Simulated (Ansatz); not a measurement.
The cluster Te₂W, relaxed as a singlet with RKS PBE0-D4/def2-TZVP in Ansatz, starting from the GFN2-xTB geometry. Force threshold 0.02 eV/Å.

In the def2 sets Te, W take a core potential; there is no spin–orbit coupling. The restricted singlet is unstable: a solution with broken spin symmetry lies lower. At PBE0-D4/def2-TZVP a triplet of charge 0 lies 0.82 eV below the restricted singlet, each at its own geometry. The structure comes from a short search, and lower isomers may exist.

Start:

Cartesian coordinates in Å:
```
W -0.843 0.479 0.393
Te 1.210 -0.305 1.577
Te -0.367 -0.173 -1.970
```

```
        step  energy (eV)  largest force component (eV/Å)  SCF passes
           1  -16412.1201                           2.317          24
2 (rejected)  -16411.9186                           3.891          40
           3  -16412.3079                           0.066          41
           4  -16412.3096                           0.022          34
           5  -16412.3097                           0.001          39
```

Force components are those of the run's own axes.

End:

```xyz
3

W    -0.755    0.429    0.352
Te    1.174   -0.281    1.617
Te   -0.419   -0.148   -1.968
```

By distances, no bond broke or formed. The bond that changes most is W1–Te3, from 2.50 to 2.41 Å (atoms count from 1).

No frequencies were taken in this run, so the end may be a saddle point.

Run time 16 s (2 threads of AMD EPYC 9R14 on a shared host).
